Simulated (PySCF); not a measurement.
Several orderings of computed values.

Species are written as SMILES; each is one conformer at its optimised geometry, gas phase, non-relativistic unless stated; the electronic structure was computed with PySCF and density fitting.

The conformers computed, where there is a choice (atom-mapped SMILES and torsion angles):
- `[CH3:1][NH:2][CH2:3][C@@H:4]([SiH3:5])[SiH:6]([F:7])[F:8]`: C1–N2–C3–C4 163°, N2–C3–C4–Si5 -156°, C3–C4–Si6–F7 87°
- `[CH3:1][C:2](=[O:3])[C@@H:4]1[CH:5][CH2:6]1`: C1–C2–C4–C5 -125°
- `[CH3:1][CH2:2][CH2:3][S+:4][SiH:5]1[CH2:6][CH2:7]1`: C1–C2–C3–S4 73°, C2–C3–S4–Si5 -80°, C3–S4–Si5–C6 -172°
- `[CH2:1]=[CH:2][c:3]1[n-:4][cH:5][n:6][c:7]1[CH3:8]`: C1–C2–C3–N4 0°
- `[N:1]#[C:2][CH2:3][C@@H:4]1[CH2:5][CH2:6][C@H:7]1[NH:8][SiH2:9][F:10]`: C2–C3–C4–C5 178°, C6–C7–N8–Si9 -98°, C7–N8–Si9–F10 -38°
- `[CH3:1][O:2][Si:3]([CH3:4])([CH3:5])[SiH2:6][C@@H:7]([F:8])[CH:9]=[O:10]`: C1–O2–Si3–C4 50°, O2–Si3–Si6–C7 -39°, Si3–Si6–C7–F8 168°, Si6–C7–C9–O10 66°

The conformers of `C#C[C@@H]1N[Si@H](O)N[SiH2]N[SiH2]1`, `C#C[Si@@H]1N[SiH2]CN[Si@@H](O)N1` and `CC(C)(C)[C@@H]1O[Si@@H](F)O[SiH2]1` aren't listed.

(1) Rank by smallest rotational constant, highest first (GFN2-xTB).
A. `CNC[C@@H]([SiH3])[SiH](F)F`
B. `N#CC[C@@H]1CC[C@H]1N[SiH2]F`
C. `CC(=O)[C@@H]1[CH]C1` [radical]
D. `[CH2][C@@H]1O[C@H]1C` [radical]
E. `CCC[S+][SiH]1CC1` [radical]
F. `C=Cc1[n-]cnc1C`

(2) Rank by HOMO energy, highest first (PBE0/pcSseg-1 at GFN2-xTB geometries).
A. `CC(C)(C)[C@@H]1O[Si@@H](F)O[SiH2]1`
B. `CNC[C@@H]([SiH3])[SiH](F)F`
C. `C#C[Si@@H]1N[SiH2]CN[Si@@H](O)N1`
D. `C#C[C@@H]1N[Si@H](O)N[SiH2]N[SiH2]1`
E. `N#CC[C@@H]1CC[C@H]1N[SiH2]F`

(3) By how much do the two ends of that ranking differ?

(4) Rank by HOMO–LUMO gap, highest first (PBE0/pcSseg-1 at GFN2-xTB geometries).
A. `CO[Si](C)(C)[SiH2][C@@H](F)C=O`
B. `[Si@@H]1(F)O[C@H]([SiH2]O1)C(C)(C)C`
C. `C#C[Si@@H]1N[SiH2]CN[Si@@H](O)N1`
D. `CNC[C@@H]([SiH3])[SiH](F)F`

(5) Give the two extremes of that set in kcal/mol.

Answers

(1) D (3.271 GHz), C (2.368 GHz), F (1.264 GHz), E (0.880 GHz), A (0.711 GHz), B (0.566 GHz).

(2) C (-6.31 eV), D (-6.58 eV), E (-7.04 eV), B (-7.44 eV), A (-8.22 eV).

(3) By 1.91 eV, between `C#C[Si@@H]1N[SiH2]CN[Si@@H](O)N1` and `CC(C)(C)[C@@H]1O[Si@@H](F)O[SiH2]1`.

(4) B (8.21 eV), D (8.04 eV), A (6.50 eV), C (6.17 eV).

(5) `C#C[Si@@H]1N[SiH2]CN[Si@@H](O)N1`: 142 kcal/mol; `CC(C)(C)[C@@H]1O[Si@@H](F)O[SiH2]1`: 189 kcal/mol.
